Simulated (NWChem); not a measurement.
System: AlAsH$_{3}$F; SMILES [AsH2][AlH][F]

The following NWChem deck was run.

```
start job
memory heap 200 mb stack 900 mb global 1100 mb
geometry units angstroms noautoz
  Al    -0.468543    -1.275981     0.021639
  As     0.270681     1.008118     0.328463
  H      0.056627     1.278486    -1.158943
  H      1.719323     0.575850     0.124911
  F      0.349487    -2.469128     0.855159
  H     -1.710503    -1.747812    -0.838451
end
basis spherical
  * library pcseg-1
end
dft
  xc hfexch
  iterations 150
  mulliken
end
task dft energy
```

Output (shortened):

```
             Northwest Computational Chemistry Package (NWChem) 7.3.0
             --------------------------------------------------------

 C1  symmetry detected

                             Geometry "geometry" -> ""
                             -------------------------

 Output coordinates in angstroms (scale by  1.889725989 to convert to a.u.)

  No.       Tag          Charge          X              Y              Z
 ---- ---------------- ---------- -------------- -------------- --------------
    1 Al                  13.0000    -0.55785897     1.21972565    -0.01395866
    2 As                  33.0000     0.09883352    -1.10951102    -0.04731818
    3 H                    1.0000    -1.01377143    -1.43867046     0.94518314
    4 H                    1.0000     1.11790373    -0.84706299     1.05697780
    5 F                    9.0000     0.65849615     2.36338136    -0.02172310
    6 H                    1.0000    -2.03993705     1.77273133    -0.06369041

 Effective nuclear repulsion energy (a.u.)     217.2055047158

  xc_inp: hfexch multiplicative factor not found.

                                 NWChem DFT Module
                                 -----------------

 Summary of "ao basis" -> "ao basis" (spherical)
 ------------------------------------------------------------------------------
       Tag                 Description            Shells   Functions and Types
 ---------------- ------------------------------  ------  ---------------------
 Al                         pcseg-1                  8       18   4s3p1d
 As                         pcseg-1                 11       27   5s4p2d
 H                          pcseg-1                  3        5   2s1p
 F                          pcseg-1                  6       14   3s2p1d

            General Information
            -------------------
          SCF calculation type: DFT
          Wavefunction type:  closed shell.
          No. of atoms     :     6
          No. of electrons :    58
           Alpha electrons :    29
            Beta electrons :    29
          Charge           :     0
          Spin multiplicity:     1
          Use of symmetry is: off; symmetry adaption is: off
          Maximum number of iterations: 150
          AO basis - number of functions:    74
                     number of shells:    34
          Convergence on energy requested:  1.00D-06
          Convergence on density requested:  1.00D-05
          Convergence on gradient requested:  5.00D-04

              XC Information
              --------------
                     Hartree-Fock (Exact) Exchange  1.000

      Superposition of Atomic Density Guess
      -------------------------------------

 Sum of atomic energies:       -2576.54307748

      Non-variational initial energy
      ------------------------------

 Total energy =   -2576.956899
 1-e energy   =   -4023.732151
 2-e energy   =    1229.569747
 HOMO         =      -0.282875
 LUMO         =       0.003623

     ---------------------------------------------
      Total Density - Mulliken Population Analysis
     ---------------------------------------------

    Atom       Charge   Shell Charges
 -----------   ------   -------------------------------------------------------
    1 Al  13    11.80   2.00  2.00  0.76  0.24  5.99  0.66  0.06  0.09
    2 As  33    33.49   2.00  2.00  2.00  1.08  0.72  6.00  5.98  1.45  2.17 10.01  0.06
    3 H    1     0.88   0.64  0.23  0.01
    4 H    1     0.88   0.64  0.23  0.01
    5 F    9     9.75   2.00  0.97  0.98  3.67  2.12  0.00
    6 H    1     1.20   0.72  0.47  0.00

   convergence    iter        energy       DeltaE   RMS-Dens  Diis-err
 ---------------- ----- ----------------- --------- --------- ---------
 d= 0,ls=0.0,diis     1  -2576.9789806780 -2.79D+03  8.38D-03  4.79D-01
 d= 0,ls=0.0,diis     2  -2577.0240318238 -4.51D-02  2.74D-03  2.17D-01
 d= 0,ls=0.0,diis     3  -2577.0417274391 -1.77D-02  1.27D-03  2.45D-03
 d= 0,ls=0.0,diis     4  -2577.0426515247 -9.24D-04  3.04D-04  1.11D-04
 d= 0,ls=0.0,diis     5  -2577.0427017649 -5.02D-05  1.08D-04  8.11D-06
  Resetting Diis
 d= 0,ls=0.0,diis     6  -2577.0427063331 -4.57D-06  2.53D-05  4.99D-07
 d= 0,ls=0.0,diis     7  -2577.0427066116 -2.79D-07  5.24D-06  4.57D-08

         Total DFT energy =    -2577.042706611611
      One electron energy =    -4026.540184832290
           Coulomb energy =     1343.028727308990
    Exchange-Corr. energy =     -110.736753804110
 Nuclear repulsion energy =      217.205504715799

 Numeric. integr. density =        0.000000000000

                       DFT Final Molecular Orbital Analysis
                       ------------------------------------

 Vector   27  Occ=2.000000D+00  E=-4.997759D-01
              MO Center= -5.3D-01, -3.5D-01,  3.9D-01, r^2= 4.0D+00
   Bfn.  Coefficient  Atom+Function         Bfn.  Coefficient  Atom+Function
  ----- ------------  ---------------      ----- ------------  ---------------
    46      0.300035  3 H  s                 30     -0.238349  2 As px
    33     -0.224879  2 As px                70     -0.214287  6 H  s
    51     -0.212865  4 H  s                  3     -0.205622  1 Al s
    27      0.158795  2 As px                34     -0.140021  2 As py
    71     -0.139240  6 H  s                 31     -0.136538  2 As py

 Vector   28  Occ=2.000000D+00  E=-4.314319D-01
              MO Center= -1.6D-01, -5.2D-01, -2.0D-02, r^2= 3.2D+00
   Bfn.  Coefficient  Atom+Function         Bfn.  Coefficient  Atom+Function
  ----- ------------  ---------------      ----- ------------  ---------------
    35      0.356748  2 As pz                32      0.308170  2 As pz
    23     -0.255346  2 As s                 22     -0.219279  2 As s
    51      0.208831  4 H  s                 29     -0.204012  2 As pz
    21      0.194475  2 As s                 46      0.190531  3 H  s
    70      0.160765  6 H  s                  9      0.157461  1 Al py

 Vector   29  Occ=2.000000D+00  E=-3.648973D-01
              MO Center= -7.2D-02, -7.6D-01, -8.4D-02, r^2= 3.2D+00
   Bfn.  Coefficient  Atom+Function         Bfn.  Coefficient  Atom+Function
  ----- ------------  ---------------      ----- ------------  ---------------
    34      0.419892  2 As py                31      0.321514  2 As py
    22     -0.247662  2 As s                 35      0.226866  2 As pz
     9     -0.221403  1 Al py                28     -0.210999  2 As py
    21      0.187917  2 As s                 32      0.164022  2 As pz
    23     -0.161516  2 As s                 71     -0.150092  6 H  s

 Vector   30  Occ=0.000000D+00  E= 4.406083D-02
              MO Center= -6.2D-01,  1.2D+00,  6.9D-02, r^2= 6.0D+00
   Bfn.  Coefficient  Atom+Function         Bfn.  Coefficient  Atom+Function
  ----- ------------  ---------------      ----- ------------  ---------------
    13      0.811124  1 Al pz                10      0.356294  1 Al pz
    23      0.259245  2 As s                 52     -0.242285  4 H  s
    64     -0.167629  5 F  pz                47     -0.144697  3 H  s
     7     -0.136062  1 Al pz                61     -0.127555  5 F  pz
     4      0.093836  1 Al s                 35     -0.088737  2 As pz

 Vector   31  Occ=0.000000D+00  E= 9.656876D-02
              MO Center= -5.4D-01,  1.5D-01,  1.9D-01, r^2= 6.6D+00
   Bfn.  Coefficient  Atom+Function         Bfn.  Coefficient  Atom+Function
  ----- ------------  ---------------      ----- ------------  ---------------
     4      1.742788  1 Al s                 23     -1.405894  2 As s
    12     -0.678813  1 Al py                71     -0.667140  6 H  s
    34     -0.614536  2 As py                52      0.513127  4 H  s
    35     -0.400747  2 As pz                47      0.315959  3 H  s
    21      0.222556  2 As s                  3     -0.144019  1 Al s

 Vector   32  Occ=0.000000D+00  E= 1.066996D-01
              MO Center= -1.4D-01,  1.1D+00, -1.6D-01, r^2= 7.4D+00
   Bfn.  Coefficient  Atom+Function         Bfn.  Coefficient  Atom+Function
  ----- ------------  ---------------      ----- ------------  ---------------
    11      0.724659  1 Al px                12      0.663543  1 Al py
    47      0.531682  3 H  s                 52     -0.395274  4 H  s
    33      0.378230  2 As px                58     -0.357750  5 F  s
     4      0.194117  1 Al s                 51     -0.136553  4 H  s
    23      0.132199  2 As s                 46      0.118763  3 H  s

     ---------------------------------------------
      Total Density - Mulliken Population Analysis
     ---------------------------------------------

    Atom       Charge   Shell Charges
 -----------   ------   -------------------------------------------------------
    1 Al  13    11.76   2.00  2.00  0.67  0.06  6.00  0.91 -0.02  0.15
    2 As  33    33.49   2.00  2.00  2.00  1.03  0.77  6.00  5.98  1.47  2.10 10.01  0.13
    3 H    1     0.93   0.71  0.21  0.01
    4 H    1     0.92   0.71  0.20  0.01
    5 F    9     9.64   2.00  0.93  1.03  3.42  2.25  0.01
    6 H    1     1.25   0.74  0.51  0.01

     -------------------------------------------
      Total Density - Lowdin Population Analysis
     -------------------------------------------

    Atom       Charge   Shell Charges
 -----------   ------   -------------------------------------------------------
    1 Al  13    12.26   2.00  1.93  0.54  0.29  5.90  1.02  0.32  0.26
    2 As  33    33.15   2.00  2.00  1.93  0.88  0.65  5.99  5.79  1.61  2.11  9.90  0.28
    3 H    1     0.99   0.62  0.34  0.03
    4 H    1     0.99   0.62  0.34  0.03
    5 F    9     9.43   1.99  0.93  0.87  3.33  2.31  0.01
    6 H    1     1.19   0.69  0.49  0.01

     Multipole analysis of the density
     ---------------------------------

     L   x y z        total         alpha         beta         nuclear
     -   - - -        -----         -----         ----         -------
     0   0 0 0     -0.000000    -29.000000    -29.000000     58.000000

[...]
```

Level: Hartree-Fock/pcseg-1. Geometry: optimised at PBE0/def2-SVP.
